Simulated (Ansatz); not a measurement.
Geometry optimisation, Ansatz 0.2.0, RKS BLYP/def2-SVP.

The input (input.yaml):

```yaml
crystal:
  periodic: [false, false, false]
  atoms:
    - { symbol: C, position_ang: [-0.156, -1.9449, 0.8826] }
    - { symbol: C, position_ang: [0.1072, -0.671, 0.4545] }
    - { symbol: Al, position_ang: [1.6769, 0.183, 1.2848] }
    - { symbol: C, position_ang: [-0.6203, 0.0421, -0.5893] }
    - { symbol: C, position_ang: [-0.3232, 1.4106, -1.0593] }
    - { symbol: "N", position_ang: [-1.7268, -0.543, -1.1088] }
    - { symbol: H, position_ang: [0.4109, -2.4017, 1.6316] }
    - { symbol: H, position_ang: [-1.0161, -2.4179, 0.4611] }
    - { symbol: H, position_ang: [2.5417, -0.5951, 2.4519] }
    - { symbol: H, position_ang: [2.1656, 1.6517, 0.8904] }
    - { symbol: H, position_ang: [-1.0342, 1.7939, -1.7976] }
    - { symbol: H, position_ang: [-0.3398, 2.125, -0.1633] }
    - { symbol: H, position_ang: [0.6489, 1.4372, -1.488] }
    - { symbol: H, position_ang: [-2.3479, -0.0991, -1.822] }
basis:
  gaussian: { orbitals: def2-SVP }
hamiltonian:
  xc: blyp
relax:
  f_tol: 0.02
  max_steps: 50
output:
  orbitals: {}
```

Launched with:

```bash
$ ansatz run input.yaml --threads 2 --pin off --max-ram 3072MiB --backend cpu --events-out ev --progress --plain --runs-dir out
```

Where does it end, and by what steps?

It converged. After 9 steps the energy has fallen by 0.714 eV; H9 moved furthest, 0.15 Å.

```
step  energy less start (eV)  largest force component (eV/Å)  accepted
   0                  0.0000                           5.465       yes
   1                 -0.5539                           1.829       yes
   2                 -0.5760                           1.643       yes
   3                 -0.6037                           1.067       yes
   4                 -0.5662                           1.734        no
   5                 -0.7051                           0.201       yes
   6                 -0.7085                           0.118       yes
   7                 -0.7127                           0.119       yes
   8                 -0.7143                           0.027       yes
   9                 -0.7144                           0.020       yes
```

```xyz
14
Properties=species:S:1:pos:R:3
C -0.155 -1.862 0.881
C 0.146 -0.604 0.448
Al 1.730 0.190 1.311
C -0.740 0.020 -0.618
C -0.376 1.431 -1.068
N -1.736 -0.655 -1.084
H 0.445 -2.376 1.650
H -1.023 -2.408 0.468
H 2.456 -0.713 2.408
H 2.295 1.644 0.966
H -1.079 1.806 -1.838
H -0.383 2.138 -0.211
H 0.653 1.464 -1.487
H -2.245 -0.103 -1.798
```

Whether the end is a true minimum wasn't checked by a vibrational analysis.

Time of the run: 32 s on 2 threads of Intel(R) Xeon(R) Platinum 8488C (Sapphire Rapids) (shared host), peak memory 0.19 GiB.
